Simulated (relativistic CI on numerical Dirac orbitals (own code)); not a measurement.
## Sensitivity of the levels of Pr XIII to α and to the nuclear radius

These numbers are calculated, not measured: Dirac-Coulomb-Breit CI, orbitals from a KLI potential per configuration, derivatives by finite differences, unscaled Slater integrals, QED left out (own radial code, finite nucleus).

CI space (outside the closed core [Kr]): 4d¹⁰5s, 4d¹⁰4f, 4d¹⁰5p, 4d¹⁰5d, 4d¹⁰5f, 4d⁹5s4f, 4d¹⁰6s, 4d⁹4f². Levels of other configurations are missing.

With x = (α/α₀)² − 1 an excitation energy changes as ω = ω₀ + qx; K = 2q/ω₀ is the relative enhancement. Terms are leading LS components, so labels can repeat. The field-shift factor is F = δν/δ⟨r²⟩ for the transition from the lowest level.

Lowest level 4d¹⁰5s ²S1/2.

```csv
Level,ω₀ (cm⁻¹),q (cm⁻¹),F (GHz/fm²)
4d¹⁰4f ²F°5/2,103664,90220,-82.9
4d¹⁰4f ²F°7/2,107018,93200,-82.8
4d¹⁰5p ²P°1/2,168595,14240,-76.9
4d¹⁰5p ²P°3/2,211091,62060,-79.2
4d¹⁰5d ²D3/2,489173,66550,-79
4d¹⁰5d ²D5/2,496742,74250,-78.9
4d¹⁰6s ²S1/2,734261,39690,-44.1
4d¹⁰5f ²F°5/2,803783,73430,-77.8
4d¹⁰5f ²F°7/2,805068,74700,-77.8
4d⁹5s4f ⁴P°1/2,896556,-8518,7.36
4d⁹5s4f ⁴P°3/2,901540,-5029,7.41
4d⁹5s4f ⁴P°5/2,911352,1719,7.61
4d⁹5s4f ²P°1/2,912027,-4911,5.43
4d⁹5s4f ²P°3/2,922602,1602,5.71
4d⁹5s4f ⁴H°13/2,924366,-6752,7.69
4d⁹5s4f ⁴H°11/2,927513,-6432,7.52
4d⁹5s4f ⁴H°9/2,931684,-5629,7.25
4d⁹5s4f ²H°11/2,937891,-5780,5.81
4d⁹5s4f ⁴F°7/2,941715,-7765,7.73
4d⁹5s4f ⁴F°5/2,941724,-8484,7.56
4d⁹5s4f ⁴F°3/2,942701,-8155,7.4
4d⁹5s4f ⁴H°7/2,943419,4755,7.7
4d⁹5s4f ⁴F°9/2,945814,-6572,7.71
```

At this charge transitions that keep the count of f electrons are usually good to a few per cent. Levels and lines within the n = 5 or 6 shells can be off by up to 10 % or somewhat more, and those that change n by about 2 %, since core polarisation is missing. Levels that differ in their count of f electrons can be misplaced by several ten thousand cm⁻¹, since the correlation energy of f electrons is missing or only estimated; rates across such gaps can be off by orders of magnitude.

(1) Which transition from the lowest level has the largest |K|?

Answers

(1) 4d¹⁰4f ²F°7/2 at 107018 cm⁻¹, K = 1.74.
